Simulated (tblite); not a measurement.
C₅H₁₁BSi.
Atom-mapped SMILES: `[CH2:1]=[C:2]1[CH2:3][BH:4][C@H:5]([SiH3:6])[CH2:7]1` (hydrogens: H8, H9 on C1; H10, H11 on C3; H12 on B4; H13 on C5; H14, H15, H16 on Si6; H17, H18 on C7)

Computed with GFN2-xTB (tblite), gas phase: L-BFGS steps from a force-field or distance-geometry start until the largest atomic force falls under 0.01 eV/Å.

The end geometry, which sets the zero of energy:
```
atom  x, y, z in Å
C1      1.9530   -1.3752    0.2703
C2      1.2136   -0.3207   -0.0240
C3      1.1320    0.9503    0.7832
B4     -0.2737    1.5663    0.4146
C5     -0.8969    0.6490   -0.6718
Si6    -2.1862   -0.4628    0.2175
C7      0.2623   -0.2248   -1.1838
H8      2.6067   -1.3921    1.1271
H9      1.9476   -2.2630   -0.3407
H10     1.3252    0.7698    1.8422
H11     1.9266    1.6309    0.4546
H12    -0.7499    2.5278    0.8777
H13    -1.4316    1.1356   -1.4899
H14    -2.7266   -1.3889   -0.7844
H15    -1.5585   -1.2340    1.2918
H16    -3.2675    0.3615    0.7614
H17     0.7622    0.2851   -2.0150
H18    -0.0470   -1.2083   -1.5423
```

Task: These geometries come from the run, each turned onto the end geometry. Order them by energy, lowest first.
A.
```
atom  x, y, z in Å
C1      2.4566   -1.0760   -0.0455
C2      1.3633   -0.3311   -0.0166
C3      1.1549    0.8459    0.9053
B4     -0.2564    1.4331    0.5334
C5     -0.8923    0.5251   -0.5562
Si6    -2.5277   -0.2531    0.0627
C7      0.1647   -0.5416   -0.9115
H8      3.2903   -0.8854    0.6115
H9      2.5614   -1.9018   -0.7301
H10     1.2468    0.5334    1.9502
H11     1.9547    1.5803    0.7653
H12    -0.7479    2.3851    0.9976
H13    -1.1856    1.0882   -1.4461
H14    -3.0662   -1.0865   -1.0144
H15    -2.2817   -1.0919    1.2351
H16    -3.4947    0.7971    0.3759
H17     0.4704   -0.4589   -1.9574
H18    -0.2194   -1.5553   -0.7705
```
B.
```
atom  x, y, z in Å
C1      2.2583   -1.2151    0.0677
C2      1.2726   -0.3398   -0.0366
C3      1.0515    0.8306    0.8918
B4     -0.2535    1.5421    0.3693
C5     -0.8947    0.5964   -0.6791
Si6    -2.3205   -0.3222    0.2300
C7      0.2219   -0.3693   -1.1176
H8      2.9988   -1.1578    0.8478
H9      2.3708   -2.0332   -0.6238
H10     0.9254    0.4709    1.9196
H11     1.9412    1.4648    0.9211
H12    -0.6874    2.5587    0.7470
H13    -1.3635    1.0758   -1.5405
H14    -2.8924   -1.3043   -0.6983
H15    -1.8223   -1.0247    1.4164
H16    -3.3622    0.6302    0.6268
H17     0.6672   -0.0057   -2.0510
H18    -0.1199   -1.3910   -1.3021
```
C.
```
atom  x, y, z in Å
C1      1.9687   -1.3738    0.2539
C2      1.2108   -0.3247   -0.0141
C3      1.1163    0.9430    0.7978
B4     -0.2805    1.5667    0.4066
C5     -0.8971    0.6465   -0.6791
Si6    -2.1882   -0.4515    0.2239
C7      0.2633   -0.2320   -1.1771
H8      2.6383   -1.3994    1.0976
H9      1.9573   -2.2515   -0.3722
H10     1.2922    0.7585    1.8583
H11     1.9162    1.6221    0.4836
H12    -0.7569    2.5356    0.8525
H13    -1.4324    1.1218   -1.5034
H14    -2.7260   -1.3818   -0.7746
H15    -1.5614   -1.2134    1.3058
H16    -3.2632    0.3823    0.7661
H17     0.7729    0.2763   -2.0036
H18    -0.0391   -1.2183   -1.5336
```
D.
```
atom  x, y, z in Å
C1      2.0385   -1.3420    0.1997
C2      1.2250   -0.3288   -0.0275
C3      1.0880    0.9119    0.8254
B4     -0.2718    1.5729    0.3687
C5     -0.8970    0.6290   -0.6908
Si6    -2.2104   -0.4239    0.2444
C7      0.2595   -0.2613   -1.1773
H8      2.7168   -1.3605    1.0324
H9      2.0663   -2.2010   -0.4512
H10     1.1330    0.6645    1.8963
H11     1.9440    1.5838    0.6520
H12    -0.7188    2.5745    0.7743
H13    -1.4238    1.0941   -1.5259
H14    -2.7671   -1.3793   -0.7195
H15    -1.6022   -1.1371    1.3713
H16    -3.2915    0.4215    0.7557
H17     0.7635    0.2297   -2.0124
H18    -0.0608   -1.2415   -1.5269
```
E.
```
atom  x, y, z in Å
C1      2.4487   -1.0580   -0.0495
C2      1.3281   -0.3008   -0.0238
C3      1.1934    0.8465    0.9217
B4     -0.2523    1.3812    0.5487
C5     -0.9057    0.4931   -0.5758
Si6    -2.5189   -0.2491    0.0332
C7      0.1566   -0.5659   -0.9164
H8      3.2804   -0.8355    0.6165
H9      2.5255   -1.8929   -0.7372
H10     1.2191    0.5160    1.9812
H11     1.9439    1.6282    0.7097
H12    -0.7674    2.3114    1.0572
H13    -1.1147    1.1337   -1.4593
H14    -3.0945   -1.0897   -1.0218
H15    -2.2531   -1.0623    1.2281
H16    -3.4556    0.8307    0.3925
H17     0.4725   -0.4698   -1.9712
H18    -0.2147   -1.6101   -0.7454
```

Result: C (0.002 eV), D (0.014 eV), B (0.035 eV), A (0.078 eV), E (0.278 eV).

In the order of the answer:

```tsv
step	E above end (eV)	largest force (eV/Å)	rms force component (eV/Å)	rms distance from end (Å)	rms bond change (Å)	bond most changed (Å)
100	0.002	0.04	0.014	0.024	0.001	B4–C5 -0.001
92	0.014	0.22	0.070	0.111	0.003	C3–H10 +0.009
82	0.035	0.07	0.022	0.322	0.002	C2–C7 +0.005
18	0.078	0.07	0.026	0.549	0.003	C2–C7 +0.007
0	0.278	2.89	0.554	0.559	0.018	C5–Si6 -0.044
```

The cost below is that of the whole relaxation. On an Arm Neoverse N1 with one thread, shared host with 64 logical CPUs at a one-minute load of 60, this took 1.3 s wall.
